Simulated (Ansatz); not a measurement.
One change: `CO[Si](O)(Cl)Cl` becomes `O[Si](O)(Cl)Cl`.

Ansatz, PBE0-D4/def2-TZVP geometries, multiplicity 1. Each molecule was computed in one conformer, which needn't be the lowest.

```tsv
property	`CO[Si](O)(Cl)Cl`
HOMO–LUMO gap (ωB97M-V/def2-TZVPP) / eV	13.26
HOMO–LUMO gap (PBE/def2-TZVPP) / eV	6.75
HOMO–LUMO gap (PBE0/def2-TZVPP) / eV	9.30
size of the dipole moment (ωB97M-V/def2-TZVPP) / D	2.12
HOMO energy (PBE/def2-TZVPP) / eV	-7.27
LUMO energy (B3LYP/def2-TZVPP) / eV	0.12
```

(1) Give the same properties after the change, and the shifts. (Best estimate.)

Answers

(1) The calculation gave: 
| property | `O[Si](O)(Cl)Cl` | shift |
| --- | --- | --- |
| HOMO–LUMO gap (ωB97M-V/def2-TZVPP) / eV | 13.25 | -0.01 |
| HOMO–LUMO gap (PBE/def2-TZVPP) / eV | 6.97 | 0.22 |
| HOMO–LUMO gap (PBE0/def2-TZVPP) / eV | 9.41 | 0.11 |
| size of the dipole moment (ωB97M-V/def2-TZVPP) / D | 2.02 | -0.10 |
| HOMO energy (PBE/def2-TZVPP) / eV | -7.66 | -0.39 |
| LUMO energy (B3LYP/def2-TZVPP) / eV | -0.11 | -0.23 |

With PBE0 the HOMO falls by 0.31 eV and the LUMO falls by 0.20 eV, so the gap widens by about 0.11 eV. PBE moves the HOMO by -0.39 eV and ωB97M-V by -0.23 eV. Dipoles are sizes alone; their direction can turn.

B3LYP here is the variant with VWN-RPA as its local correlation; programs differ in this.
